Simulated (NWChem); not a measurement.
Molecule: CH5CuO; SMILES [CH3][Cu]<-[OH2]

```xyz
8

Cu    -0.0003    -0.1189    -0.0092
C      0.0000    -2.0118     0.0074
H      0.8528    -2.4143    -0.5668
H     -0.9237    -2.4140    -0.4441
H      0.0708    -2.4117     1.0338
O     -0.0006     1.8738     0.0014
H      0.7696     2.2384     0.4565
H     -0.7695     2.2383     0.4588
```
Atoms are numbered in this order, from 1.

Program: NWChem. Pople sets run with spherical d functions. Geometry: optimised at PBE0/def2-SVP. GIAO values for the isolated, static molecule; σ is the absolute isotropic shielding, δ = σ(reference) − σ with the isolated reference molecule computed at the same levels (13C: tetramethylsilane, 1H: tetramethylsilane, 17O: water).

For level KT2/pcSseg-1:

* **σ Cu1 (ppm)**: 663.5
* **δ C2 (ppm)**: -18.9
* **δ H3 (rotor mean) (ppm)**: -0.85
* **δ O6 (ppm)**: -1.9
* **δ H7 (ppm)**: 1.42

**Question.** Estimate the same quantities for level Hartree-Fock/6-31G*.

**Answer.** 
| Item | Value |
|---|---|
| σ Cu1 (ppm) | 618.2 |
| δ C2 (ppm) | -24.5 |
| δ H3 (rotor mean) (ppm) | -1.76 |
| δ O6 (ppm) | -26.4 |
| δ H7 (ppm) | 2.19 |
